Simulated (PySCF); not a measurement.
# Tm²⁺ (thulium, charge +2) across methods

[Xe] 4f12 5d1, one real determinant (an excited configuration). All numbers are calculated (PySCF 2.14, scalar relativity by spin-free X2C-1e, in cc-pVDZ-X2C).

```
method   E (hartree)  mean ε 4f α (eV)  mean ε 4f β (eV)  mean ε 5d α (eV)  Σ⟨r²⟩ (bohr²)   ⟨S²⟩
   LDA     -13557.03           -24.660           -22.944           -15.855          39.67  3.750
   PBE     -13566.23           -24.333           -22.724           -15.859          39.69  3.750
r2SCAN     -13566.40           -25.254           -23.560           -16.587          40.96  3.751
   UHF  -13561.54951           -37.387           -34.747           -19.816          39.27  3.752
```

(1) Estimate the same row for PBE0.

⟨L²⟩ = 29.95 against 56 for a pure K term, so this real determinant mixes terms. Spin-orbit coupling, absent here, splits the open shell strongly.

Results:

(1) E (hartree) = -13566.04; mean ε 4f α (eV) = -27.803; mean ε 4f β (eV) = -25.955; mean ε 5d α (eV) = -17.004; Σ⟨r²⟩ (bohr²) = 39.43; ⟨S²⟩ = 3.751.
